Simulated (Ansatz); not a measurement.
Two members of one family (InP nanocrystals, H-capped) that differ in charge, which shifts all levels, computed with Ansatz in the gas phase; def2 core potentials for In, no spin–orbit coupling. Levels of anions in sets without diffuse functions are rough. A dash marks a value that wasn't run or was left out as unsound. The structures are stationary points that may keep the symmetry of their start. Remarks come from the PBE and PBE0 runs and from stability tests at other levels; not every state was tested. HOMO above LUMO (over both spins in singlets and doublets, within one spin in higher multiplets; at PBE or PBE0), or a gap under 0.15 eV within one spin, warns that the state may not be the lowest or that an electron is smeared out.

First: In14P13H34⁻, cut from wurtzite (singlet, charge -1, PBE-D4/def2-SVP geometry).

Cartesian coordinates in Å:
```
In 4.301 -1.650 -1.727
P 3.468 -2.183 0.692
In 4.051 -1.023 3.020
P 0.412 -3.841 -1.653
In 0.946 -2.369 0.523
P -0.407 -3.342 2.431
P 1.634 -0.113 3.553
In 0.345 -2.119 4.679
In -2.793 -3.787 1.466
P 3.687 0.889 -1.693
In 4.321 2.800 0.055
P 0.637 -0.708 -4.092
In -0.804 -2.825 -3.703
In 1.187 0.992 -2.095
P -0.031 -0.116 -0.151
P 1.871 3.321 0.881
In 0.413 1.434 1.881
P -2.853 -1.761 -2.525
In -2.565 -0.137 -0.412
P -3.614 -1.308 1.576
P -1.959 2.163 2.605
In -3.651 0.408 3.614
P 0.059 3.191 -2.661
In 0.863 5.005 -0.880
In -2.342 2.577 -3.489
P -3.364 2.162 -1.120
In -3.398 3.724 1.040
H 6.025 -1.894 -1.882
H 3.144 -2.421 -2.827
H 3.791 -3.568 0.888
H 4.275 -2.395 4.084
H 5.192 0.253 2.727
H 1.591 -4.459 -2.176
H -0.327 -5.020 -1.321
H 0.201 -4.641 2.507
H 1.864 0.779 4.656
H 1.586 -3.185 5.298
H -1.082 -1.600 5.519
H -2.573 -4.162 -0.252
H -3.729 -4.817 2.526
H 4.147 1.390 -2.958
H 5.303 2.094 1.300
H 4.760 4.138 -0.983
H 1.825 -1.168 -4.741
H 0.028 -0.036 -5.200
H -1.103 -3.865 -5.066
H 2.093 4.154 2.031
H -3.731 -2.853 -2.231
H -3.611 -1.142 -3.567
H -4.976 -1.358 1.122
H -1.670 3.013 3.726
H -3.015 -0.395 5.015
H -5.230 1.146 3.464
H 0.782 3.518 -3.859
H 2.244 5.729 -1.673
H -0.536 5.837 -0.278
H -2.206 0.986 -4.259
H -3.106 3.930 -4.290
H -4.745 1.860 -1.370
H -2.581 5.205 0.651
H -5.045 3.562 1.605
```

```
              level  HOMO (eV)  LUMO (eV)  gap (eV)  vertical IE (eV)
    PBE-D4/def2-SVP      -3.26      -0.36      2.90                 –
   PBE-D4/def2-TZVP      -3.36      -0.50      2.86              4.69
r2SCAN-D4/def2-TZVP      -3.57      -0.34      3.23                 –
   PBE0-D4/def2-SVP      -4.23       0.32      4.55                 –
  PBE0-D4/def2-TZVP      -4.30       0.20      4.50              5.23
```

Remarks: gap within one spin near zero at PBE or PBE0 (neutral doublet).

Second: In14P14H34, cut from wurtzite (singlet, charge 0, PBE-D4/def2-SVP geometry).

Cartesian coordinates in Å:
```
P -3.026 -2.435 3.717
In -0.825 -2.022 5.185
In -2.482 1.992 4.352
P -0.530 0.261 3.970
In -2.860 -2.985 1.176
P -0.774 -4.589 1.348
In -3.745 0.792 0.475
P -2.754 2.730 1.822
P -1.819 -0.887 0.179
In 0.183 -0.043 1.537
In 1.468 -4.000 0.131
P 2.076 -1.836 1.391
In -0.679 3.905 0.854
P 1.129 2.114 0.580
In 2.924 3.029 2.235
In 4.351 -1.022 0.466
P 4.821 1.209 1.716
P -3.995 1.673 -1.997
In -1.214 -1.305 -2.301
P 0.791 -2.998 -2.144
In -1.976 2.587 -3.409
P -1.336 4.426 -1.655
P -0.145 0.834 -3.224
In 1.821 1.832 -1.883
In 3.020 -2.268 -3.238
P 3.530 -0.168 -1.828
In 0.414 0.617 -5.766
P 2.238 -1.334 -5.536
H -3.941 -3.372 4.296
H -3.850 -1.267 3.814
H -1.336 -1.823 6.833
H 0.295 -3.218 4.576
H -3.897 1.024 4.684
H -1.869 3.343 5.257
H 0.650 0.867 4.516
H -4.212 -3.774 0.428
H -0.424 -4.681 2.733
H -1.130 -5.958 1.127
H -5.257 0.129 1.033
H -3.789 3.722 1.820
H 2.598 -5.319 0.118
H 2.309 -2.270 2.737
H -0.244 5.400 1.636
H 2.435 2.611 3.857
H 3.571 4.535 1.655
H 5.640 -2.189 0.485
H 5.583 0.874 2.882
H 5.893 1.795 0.970
H -5.063 2.625 -2.064
H -4.622 0.639 -2.761
H -2.522 -1.980 -3.238
H 0.407 -4.147 -2.912
H -2.491 3.242 -4.937
H -2.330 5.456 -1.696
H -0.266 5.180 -2.233
H 2.532 3.247 -2.617
H 4.270 -3.476 -3.316
H 4.734 0.336 -2.426
H -0.922 -0.145 -6.581
H 1.344 2.001 -6.266
H 1.861 -2.486 -6.301
H 3.434 -1.028 -6.263
```

Q: Estimate how these quantities change from the first to the second (second minus first).

A: 
```
              level  Δ HOMO (eV)  Δ LUMO (eV)  Δ gap (eV)  Δ vertical IE (eV)
    PBE-D4/def2-SVP        -2.33        -1.94        0.39                   –
   PBE-D4/def2-TZVP        -2.30        -1.94        0.36                2.30
r2SCAN-D4/def2-TZVP        -2.29        -1.92        0.37                   –
   PBE0-D4/def2-SVP        -2.29        -1.93        0.36                   –
  PBE0-D4/def2-TZVP        -2.26        -1.93        0.33                2.22
```

Remarks: gap within one spin near zero at PBE or PBE0 (+1 doublet).
